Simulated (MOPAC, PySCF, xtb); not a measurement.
Complex: hydrogen isocyanide (SMILES [C-]#[NH+]) (first 3 atoms) with CH4O (SMILES CO); geometry from B3LYP-D3(BJ)/def2-TZVP, rigid monomers moved along the line of their centres of mass till H3···O5 is 2.44 Å.
(charge 0, multiplicity 1):
```xyz
9

C     -0.11278    -0.62852    -0.25598
N     -0.13684    -0.18249     0.81773
H     -0.16687     0.19863     1.76612
C     -0.10097    -0.22102     5.09870
O     -0.20127     0.82545     4.12698
H      0.25319     0.16721     6.05595
H      0.62759    -0.93210     4.71531
H     -1.05641    -0.73219     5.23843
H     -0.85080     1.47487     4.41503
```

Interaction energies are E(AB) − E(A) − E(B) at the monomers' geometry in the complex; basis-set methods are counterpoise corrected.

Rows in 6-31G* carry no dispersion term and start afresh at each structure (6-31G* with six Cartesian d functions). The state that PM6 reach isn't checked.

Programs: MOPAC for PM6 (differences of heats of formation); PySCF for 6-31G* rows; xtb for the GFN methods. Each number belongs to the level named beside it.

Problem. One of these levels gives -3.12 kcal/mol for the interaction energy. Name it.
(A) GFN2-xTB
(B) HF/6-31G*
(C) PM6

Solution. C, PM6. The others give -3.85 (GFN2-xTB), -5.72 (HF/6-31G*)
